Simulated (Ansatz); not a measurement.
Spin states of Al₃Ga⁻, each relaxed with PBE0-D4/def2-SVPD in Ansatz. Electronic energies in the gas phase.

The 6-31G sets use Cartesian d functions. B3LYP takes the VWN-RPA correlation. Correlated methods freeze 24 core orbitals; core or outer-core shells of Ga are correlated, in sets that lack core-valence functions. The structure comes from a short search, and lower isomers may exist.

Doublet geometry (C2v within 0.1 Å):

```xyz
4

Al   -0.564   -1.465   -0.040
Al    1.843   -0.706    0.323
Al    0.549    1.471    0.037
Ga   -1.828    0.700   -0.320
```

Quartet geometry (C2v within 0.1 Å):

| atom | x (Å) | y (Å) | z (Å) |
| --- | --- | --- | --- |
| Al1 | -0.6877 | 1.1031 | 0.0595 |
| Al2 | -0.4501 | -0.1591 | -2.2216 |
| Al3 | 0.6875 | -1.1031 | -0.0611 |
| Ga4 | 0.4503 | 0.1592 | 2.2233 |

⟨S²⟩: doublet 0.77 at PBE0-D4/def2-TZVPD (pure 0.75), quartet 3.77 at PBE0-D4/def2-TZVPD (pure 3.75).

Run but left out: HF/6-31G, HF/def2-TZVPD, MP2/def2-TZVPD, CCSD/def2-TZVPD, CCSD(T)/def2-TZVPD (doublet: ⟨S²⟩ 2.03 to 2.10, where a pure state has 0.75).

Only these spin states were relaxed. The quartet has other bonds than the doublet, so the gap mixes isomer and spin.

```json
{"level": "PBE-D4/def2-TZVPD", "quartet − doublet (kJ/mol)": "21.2", "lowest of these": "doublet", "remarks": "–"}
{"level": "BLYP-D4/def2-TZVPD", "quartet − doublet (kJ/mol)": "31.2", "lowest of these": "doublet", "remarks": "HOMO above zero (doublet), HOMO above zero (quartet)"}
{"level": "r2SCAN-D4/def2-TZVPD", "quartet − doublet (kJ/mol)": "12.1", "lowest of these": "doublet", "remarks": "–"}
{"level": "r2SCANh-D4/def2-TZVPD", "quartet − doublet (kJ/mol)": "8.6", "lowest of these": "doublet", "remarks": "–"}
{"level": "B3LYP-D4/6-31G", "quartet − doublet (kJ/mol)": "30.0", "lowest of these": "doublet", "remarks": "–"}
{"level": "B3LYP-D4/def2-TZVPD", "quartet − doublet (kJ/mol)": "21.1", "lowest of these": "doublet", "remarks": "–"}
{"level": "PBE0-D4/def2-TZVPD", "quartet − doublet (kJ/mol)": "9.5", "lowest of these": "doublet", "remarks": "–"}
{"level": "ωB97X-V/def2-TZVPD", "quartet − doublet (kJ/mol)": "-1.0", "lowest of these": "tie", "remarks": "–"}
{"level": "B2PLYP/def2-TZVPD", "quartet − doublet (kJ/mol)": "25.3", "lowest of these": "doublet", "remarks": "–"}
{"level": "RPA@PBE/def2-TZVPD", "quartet − doublet (kJ/mol)": "22.2", "lowest of these": "doublet", "remarks": "–"}
```

Change of the quartet − doublet gap on mixing in exact exchange, in kJ/mol: PBE to PBE0 (25 % exact exchange) -11.6; BLYP to B3LYP (20 % exact exchange) -10.0; r2SCAN to r2SCANh (10 % exact exchange) -3.6.
